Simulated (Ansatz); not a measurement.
`B[NH][GaH][O][SiH3]` + H₂S → `[SiH3][O][GaH][SH]` + `BN`  (ligand exchange at a Ga–N bond)

Isolated molecules relaxed with PBE0-D4/def2-TZVP in Ansatz; ΔE leaves out vibrations. CCSD(T)/CBS adds triple-zeta CCSD(T) − MP2 to the extrapolated MP2 energy (def2 sets, frozen cores). This one scheme is used for every species. Functionals use def2-TZVPP. For Ga outer-core shells are correlated without core-valence functions, which leaves a few kJ/mol of doubt a bond. Scalar relativity is left out up to krypton. Each species was taken in one conformer, which may not be the lowest.

(1) Is it downhill or uphill in electronic energy at CCSD(T)/CBS, and by how much? (An estimate is asked.)

(2) What do these levels give: revPBE, CCSD(T)/def2-SVP, SCS-MP2/def2-TZVPP, CCSD/def2-TZVPP, HF/CBS(def2), CCSD/CBS(def2)? (An estimate is asked.)

(3) What do rigid-rotor, harmonic-oscillator terms from PBE0-D4/def2-TZVP frequencies (298.15 K, 1 bar) make of the CCSD(T)/CBS value? (Estimate.)

Largest T1 diagnostic among the species: 0.014.

## Answers

(1) The calculation gave: Downhill: ΔE = -55.0 kJ/mol.

(2) The calculation gave: revPBE -66.0, CCSD(T)/def2-SVP -52.6, SCS-MP2/def2-TZVPP -50.4, CCSD/def2-TZVPP -51.1, HF/CBS(def2) -52.5, CCSD/CBS(def2) -53.7 kJ/mol.

(3) Computed: ΔZPE = +11.5 kJ/mol, ΔH = -45.9 kJ/mol, ΔS = -4 J/(mol·K), ΔG = -44.6 kJ/mol. Modes under 50 cm⁻¹ make the entropy rough.

Leaving LDA and LC-ωPBE aside and taking each functional with its dispersion term where it has one, the values, not all of them listed here, spread over 10.3 kJ/mol, from PBE-D4 to CAM-B3LYP-D4.
